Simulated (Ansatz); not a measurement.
Stepwise reaction of `[F][Sn]([F])([I])[I]` with hydrogen fluoride, as a gas-phase model of exchange steps in deposition or etching. ΔE in kJ/mol; ΔG adds harmonic PBE0-D4 terms to CCSD(T)/CBS, at 1 bar.

Program: Ansatz. Geometries: PBE0-D4/def2-TZVP. ΔE: electronic, gas phase. CBS: MP2 limit from def2 TZ/QZ plus the TZ coupled-cluster correction, frozen cores. This one scheme is used for every species. DFT in def2-TZVPP. B3LYP here is the variant with VWN-RPA as its local correlation; programs differ in this. Elements past krypton have def2 core potentials. For I, Sn outer-core shells are correlated without core-valence functions, which leaves a few kJ/mol of doubt a bond.

```tsv
step	reaction	PBE-D4	B3LYP-D4	ωB97M-V	CCSD(T)/CBS	ΔG(600 K)
1	`[F][Sn]([F])([I])[I]` + H–F → `[F][Sn]([F])([F])[I]` + HI	66.1	65.1	60.4	72.4	65.0
2	`[F][Sn]([F])([F])[I]` + H–F → `[F][Sn]([F])([F])[F]` + HI	76.2	75.3	70.6	80.8	78.3
```

Task: By hand: ΔE of the 2 steps together at CCSD(T)/CBS.

Result: (72.4) + (80.8) = 153.2 kJ/mol, or 76.6 kJ/mol a step.

In ΔE each step is higher than the one before. All are uphill at CCSD(T)/CBS. ΔG lies between 65.0 and 78.3 kJ/mol a step. PBE-D4 differs from CCSD(T)/CBS by -6.3 to -4.6 kJ/mol a step. Isolated molecules leave out the surface, adducts and barriers. Largest T1 diagnostic: 0.015.
